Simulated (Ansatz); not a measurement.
Ansatz (a program for electronic structure) input file for H₆MoO, SMILES [MoH5][OH], multiplicity 1, B3LYP-D3(BJ)/def2-TZVP. 

Ansatz 0.2 input:
```yaml
crystal:
  periodic: [false, false, false]
  atoms:
    - {symbol: Mo, position_ang: [-0.06638347, -0.18985983, -0.08837808]}
    - {symbol: O, position_ang: [0.43804527, 1.29084711, 0.58229952]}
    - {symbol: H, position_ang: [0.72745890, 2.13189961, 0.95992322]}
    - {symbol: H, position_ang: [-1.41805200, -0.42858142, 0.85228364]}
    - {symbol: H, position_ang: [-0.56642706, -1.66081456, -0.75801057]}
    - {symbol: H, position_ang: [-1.04833979, 0.41907204, -1.28640029]}
    - {symbol: H, position_ang: [0.77677570, -1.20686691, 0.92413034]}
    - {symbol: H, position_ang: [1.14762233, -0.35969604, -1.21504775]}
basis:
  gaussian:
    orbitals: def2-TZVP
hamiltonian:
  xc: b3lyp
  dispersion: d3bj
relax: {f_tol: 0.002, max_steps: 200}
```

Output:

```
WARN ansatz: RAYON_NUM_THREADS=1 ignored (pool sized by the plan → 1); use --threads N
Functional definition: B3LYP
integrals: 0.03 GiB planned
786 factors; their error is unknown
mean field: 0.31 GiB planned
mean field evaluation 1: about -3992.3892 eV, gradient 5.2e1 eV
mean field evaluation 2: about -3941.7821 eV, gradient 1.6e2 eV
mean field evaluation 4: about -3996.1239 eV, gradient 1.6e1 eV
mean field evaluation 8: about -3996.7677 eV, gradient 1.0e-1 eV
mean field evaluation 16: about -3996.8347 eV, gradient 2.6e-4 eV
mean field -3996.83473049 eV, -146.8809671935 hartree, gradient 1.5e-5 eV, S^2 0.000000; 2 other end points of the search recorded, 0 dependent functions left out
the calculation of the forces begins
reference -3996.83503467 eV, -146.8809783719 hartree; 14, 14 occupied and 93, 93 virtual orbitals, 786 factors
relax step   1: F+E_penalty+E_count = -3997.08526319 eV  Δ(F+E_penalty+E_count) = +0.000e0 eV  max|allowed force component| = 5.257e0 eV/Å  Δτ_max = 0.0000 Å  (54 SCF iters, accepted)
these checks for a lower state are left out or cut short: starts, cluster_reference, orbital_swaps, neighbouring_geometries, increment
integrals: 0.03 GiB planned
786 factors; their error is unknown
mean field: 0.31 GiB planned
mean field evaluation 32: about -3998.6077 eV, gradient 1.6e-5 eV
[...]
integrals: 0.03 GiB planned
786 factors; their error is unknown
mean field: 0.30 GiB planned
mean field -4000.73627196 eV, -147.0243461983 hartree, gradient 2.4e-5 eV, S^2 0.000000; 0 other end points of the search recorded, 0 dependent functions left out
the calculation of the forces begins
reference -4000.73656763 eV, -147.0243570636 hartree; 14, 14 occupied and 93, 93 virtual orbitals, 786 factors
relax step  13: F+E_penalty+E_count = -4000.98201303 eV  Δ(F+E_penalty+E_count) = -9.906e-2 eV  max|allowed force component| = 6.701e-1 eV/Å  Δτ_max = 0.2000 Å  (41 SCF iters, accepted)
these checks for a lower state are left out or cut short: starts, cluster_reference, orbital_swaps, neighbouring_geometries, increment
integrals: 0.03 GiB planned
786 factors; their error is unknown
mean field: 0.30 GiB planned
mean field -4000.87818779 eV, -147.0295615087 hartree, gradient 2.2e-5 eV, S^2 0.000000; 0 other end points of the search recorded, 0 dependent functions left out
the calculation of the forces begins
reference -4000.87848439 eV, -147.0295724084 hartree; 14, 14 occupied and 93, 93 virtual orbitals, 786 factors
relax step  14: F+E_penalty+E_count = -4001.12458757 eV  Δ(F+E_penalty+E_count) = -1.426e-1 eV  max|allowed force component| = 1.224e0 eV/Å  Δτ_max = 0.1985 Å  (41 SCF iters, accepted)
these checks for a lower state are left out or cut short: starts, cluster_reference, orbital_swaps, neighbouring_geometries, increment
integrals: 0.03 GiB planned
786 factors; their error is unknown
mean field: 0.30 GiB planned
mean field evaluation 128: about -4001.0508 eV, gradient 8.8e-5 eV
mean field -4001.05082979 eV, -147.0359059850 hartree, gradient 2.1e-5 eV, S^2 0.000000; 0 other end points of the search recorded, 0 dependent functions left out
the calculation of the forces begins
reference -4001.05112719 eV, -147.0359169145 hartree; 14, 14 occupied and 93, 93 virtual orbitals, 786 factors
relax step  15: F+E_penalty+E_count = -4001.29756736 eV  Δ(F+E_penalty+E_count) = -1.730e-1 eV  max|allowed force component| = 1.160e0 eV/Å  Δτ_max = 0.1972 Å  (41 SCF iters, accepted)
these checks for a lower state are left out or cut short: starts, cluster_reference, orbital_swaps, neighbouring_geometries, increment
integrals: 0.03 GiB planned
786 factors; their error is unknown
mean field: 0.31 GiB planned
mean field -4001.23777482 eV, -147.0427760881 hartree, gradient 2.1e-5 eV, S^2 0.000000; 0 other end points of the search recorded, 0 dependent functions left out
the calculation of the forces begins
reference -4001.23807306 eV, -147.0427870485 hartree; 14, 14 occupied and 93, 93 virtual orbitals, 786 factors
relax step  16: F+E_penalty+E_count = -4001.48490717 eV  Δ(F+E_penalty+E_count) = -1.873e-1 eV  max|allowed force component| = 1.127e0 eV/Å  Δτ_max = 0.1951 Å  (41 SCF iters, accepted)
these checks for a lower state are left out or cut short: starts, cluster_reference, orbital_swaps, neighbouring_geometries, increment
integrals: 0.03 GiB planned
786 factors; their error is unknown
mean field: 0.31 GiB planned
mean field -4001.37941835 eV, -147.0479813919 hartree, gradient 2.4e-5 eV, S^2 0.000000; 0 other end points of the search recorded, 0 dependent functions left out
the calculation of the forces begins
reference -4001.37971511 eV, -147.0479922978 hartree; 14, 14 occupied and 93, 93 virtual orbitals, 786 factors
relax step  17: F+E_penalty+E_count = -4001.62804322 eV  Δ(F+E_penalty+E_count) = -1.431e-1 eV  max|allowed force component| = 6.157e-1 eV/Å  Δτ_max = 0.2000 Å  (41 SCF iters, accepted)
these checks for a lower state are left out or cut short: starts, cluster_reference, orbital_swaps, neighbouring_geometries, increment
integrals: 0.03 GiB planned
786 factors; their error is unknown
mean field: 0.31 GiB planned
mean field -4001.29133011 eV, -147.0447442087 hartree, gradient 1.1e-5 eV, S^2 0.000000; 0 other end points of the search recorded, 0 dependent functions left out
the calculation of the forces begins
reference -4001.29162439 eV, -147.0447550234 hartree; 14, 14 occupied and 93, 93 virtual orbitals, 786 factors
relax step  18: F+E_penalty+E_count = -4001.54180714 eV  Δ(F+E_penalty+E_count) = +8.624e-2 eV  max|allowed force component| = 1.607e0 eV/Å  Δτ_max = 0.1998 Å  (42 SCF iters, rejected (line search))
these checks for a lower state are left out or cut short: starts, cluster_reference, orbital_swaps, neighbouring_geometries, increment
integrals: 0.03 GiB planned
786 factors; their error is unknown
mean field: 0.31 GiB planned
mean field evaluation 160: about -4001.4108 eV, gradient 3.3e-3 eV
mean field -4001.41079795 eV, -147.0491345711 hartree, gradient 1.4e-5 eV, S^2 0.000000; 0 other end points of the search recorded, 0 dependent functions left out
the calculation of the forces begins
reference -4001.41109369 eV, -147.0491454391 hartree; 14, 14 occupied and 93, 93 virtual orbitals, 786 factors
relax step  19: F+E_penalty+E_count = -4001.66018741 eV  Δ(F+E_penalty+E_count) = -3.214e-2 eV  max|allowed force component| = 3.045e-1 eV/Å  Δτ_max = 0.0957 Å  (35 SCF iters, accepted)
these checks for a lower state are left out or cut short: starts, cluster_reference, orbital_swaps, neighbouring_geometries, increment
integrals: 0.03 GiB planned
786 factors; their error is unknown
mean field: 0.31 GiB planned
mean field -4001.41124750 eV, -147.0491510916 hartree, gradient 1.2e-5 eV, S^2 0.000000; 0 other end points of the search recorded, 0 dependent functions left out
the calculation of the forces begins
reference -4001.41154289 eV, -147.0491619472 hartree; 14, 14 occupied and 93, 93 virtual orbitals, 786 factors
relax step  20: F+E_penalty+E_count = -4001.66081028 eV  Δ(F+E_penalty+E_count) = -6.229e-4 eV  max|allowed force component| = 2.024e-1 eV/Å  Δτ_max = 0.0655 Å  (35 SCF iters, accepted)
these checks for a lower state are left out or cut short: starts, cluster_reference, orbital_swaps, neighbouring_geometries, increment
integrals: 0.03 GiB planned
786 factors; their error is unknown
mean field: 0.31 GiB planned
mean field -4001.41478081 eV, -147.0492809384 hartree, gradient 1.2e-5 eV, S^2 0.000000; 0 other end points of the search recorded, 0 dependent functions left out
the calculation of the forces begins
reference -4001.41507617 eV, -147.0492917927 hartree; 14, 14 occupied and 93, 93 virtual orbitals, 786 factors
relax step  21: F+E_penalty+E_count = -4001.66432247 eV  Δ(F+E_penalty+E_count) = -3.512e-3 eV  max|allowed force component| = 2.290e-2 eV/Å  Δτ_max = 0.0315 Å  (36 SCF iters, accepted)
these checks for a lower state are left out or cut short: starts, cluster_reference, orbital_swaps, neighbouring_geometries, increment
integrals: 0.03 GiB planned
786 factors; their error is unknown
mean field: 0.31 GiB planned
mean field -4001.41505894 eV, -147.0492911597 hartree, gradient 2.7e-5 eV, S^2 0.000000; 0 other end points of the search recorded, 0 dependent functions left out
the calculation of the forces begins
reference -4001.41535440 eV, -147.0493020176 hartree; 14, 14 occupied and 93, 93 virtual orbitals, 786 factors
relax step  22: F+E_penalty+E_count = -4001.66458380 eV  Δ(F+E_penalty+E_count) = -2.613e-4 eV  max|allowed force component| = 1.489e-2 eV/Å  Δτ_max = 0.0070 Å  (36 SCF iters, accepted)
these checks for a lower state are left out or cut short: starts, cluster_reference, orbital_swaps, neighbouring_geometries, increment
integrals: 0.03 GiB planned
786 factors; their error is unknown
mean field: 0.31 GiB planned
mean field -4001.41508765 eV, -147.0492922145 hartree, gradient 2.7e-5 eV, S^2 0.000000; 0 other end points of the search recorded, 0 dependent functions left out
the calculation of the forces begins
reference -4001.41538313 eV, -147.0493030733 hartree; 14, 14 occupied and 93, 93 virtual orbitals, 786 factors
relax step  23: F+E_penalty+E_count = -4001.66460256 eV  Δ(F+E_penalty+E_count) = -1.877e-5 eV  max|allowed force component| = 5.202e-3 eV/Å  Δτ_max = 0.0014 Å  (37 SCF iters, accepted)
these checks for a lower state are left out or cut short: starts, cluster_reference, orbital_swaps, neighbouring_geometries, increment
integrals: 0.03 GiB planned
786 factors; their error is unknown
mean field: 0.31 GiB planned
mean field evaluation 192: about -4001.3573 eV, gradient 1.4e-4 eV
mean field -4001.41510533 eV, -147.0492928641 hartree, gradient 2.7e-5 eV, S^2 0.000000; 0 other end points of the search recorded, 0 dependent functions left out
the calculation of the forces begins
reference -4001.41540083 eV, -147.0493037236 hartree; 14, 14 occupied and 93, 93 virtual orbitals, 786 factors
relax step  24: F+E_penalty+E_count = -4001.66460784 eV  Δ(F+E_penalty+E_count) = -5.278e-6 eV  max|allowed force component| = 2.685e-3 eV/Å  Δτ_max = 0.0017 Å  (38 SCF iters, accepted)
these checks for a lower state are left out or cut short: starts, cluster_reference, orbital_swaps, neighbouring_geometries, increment
integrals: 0.03 GiB planned
786 factors; their error is unknown
mean field: 0.31 GiB planned
mean field -4001.41510361 eV, -147.0492928011 hartree, gradient 2.7e-5 eV, S^2 0.000000; 0 other end points of the search recorded, 0 dependent functions left out
the calculation of the forces begins
reference -4001.41539911 eV, -147.0493036606 hartree; 14, 14 occupied and 93, 93 virtual orbitals, 786 factors
relax step  25: F+E_penalty+E_count = -4001.66460853 eV  Δ(F+E_penalty+E_count) = -6.904e-7 eV  max|allowed force component| = 1.592e-3 eV/Å  Δτ_max = 0.0005 Å  (38 SCF iters, accepted)
integrals: 0.03 GiB planned
786 factors; their error is unknown
mean field: 0.31 GiB planned
mean field evaluation 224: about -4001.4151 eV, gradient 3.4e-3 eV
mean field -4001.41510361 eV, -147.0492928011 hartree, gradient 2.7e-5 eV, S^2 0.000000; 1 other end points of the search recorded, 0 dependent functions left out
the calculation of the forces begins
reference -4001.41539911 eV, -147.0493036606 hartree; 14, 14 occupied and 93, 93 virtual orbitals, 786 factors
Total energy: -4001.66490403 eV, -147.0584727974 hartree
Atom 0 at    -0.370426     0.043624    -0.152176 Å, force     0.001592    -0.000843     0.000269 eV/Å
Atom 1 at     0.234678     1.524687     0.806499 Å, force    -0.000947     0.000450    -0.000108 eV/Å
Atom 2 at     1.077790     1.654955     1.252013 Å, force     0.000092    -0.000416    -0.000157 eV/Å
Atom 3 at    -1.697077    -0.687045     0.596578 Å, force    -0.000293     0.000249     0.000373 eV/Å
Atom 4 at    -0.227811    -1.551251     0.291801 Å, force    -0.000219     0.000304    -0.000629 eV/Å
Atom 5 at    -0.608153     0.409484    -1.784407 Å, force    -0.000076     0.000247    -0.000047 eV/Å
Atom 6 at     1.093141    -0.568586     0.235234 Å, force     0.000199     0.000221     0.000181 eV/Å
Atom 7 at     0.488558    -0.829867    -1.274743 Å, force    -0.000349    -0.000212     0.000118 eV/Å
Dipole moment:     0.123295     0.206993     0.151707 e Å
```

The calculation finished and met its thresholds.
